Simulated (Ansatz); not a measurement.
Reaction (formal hydrolysis of a Ge–Zn bond): `[F][Zn][GeH]1[CH2][SiH2]1` + H₂O → `[OH][GeH]1[CH2][SiH2]1` + `[F][ZnH]`

Isolated molecules relaxed with PBE0-D4/def2-TZVP in Ansatz; ΔE leaves out vibrations. CCSD(T)/CBS adds triple-zeta CCSD(T) − MP2 to the extrapolated MP2 energy (def2 sets, frozen cores). This one scheme is used for every species. DFT in def2-TZVPP. For Ge, Zn outer-core shells are correlated without core-valence functions, which leaves a few kJ/mol of doubt a bond. Scalar relativity is left out up to krypton. Each species was taken in one conformer, which may not be the lowest.

CCSD(T)/CBS gives +16.0 kcal/mol.

Task: Another level gave +12.6 kcal/mol. Which?
A. MP2/def2-TZVPP
B. HF/def2-TZVPP
C. ωB97M-V/def2-TZVPP
D. PBE0-D4/def2-TZVPP

Result: C. ωB97M-V 12.6, MP2/def2-TZVPP 14.0, HF/def2-TZVPP 10.3, PBE0-D4 15.0 kcal/mol.

Largest T1 diagnostic among the species: 0.018.

In def2-TZVPP, CCSD(T) changes the Hartree–Fock value by +2.5 kcal/mol (the triples alone add +0.2 kcal/mol) and MP2 by +3.7 kcal/mol.
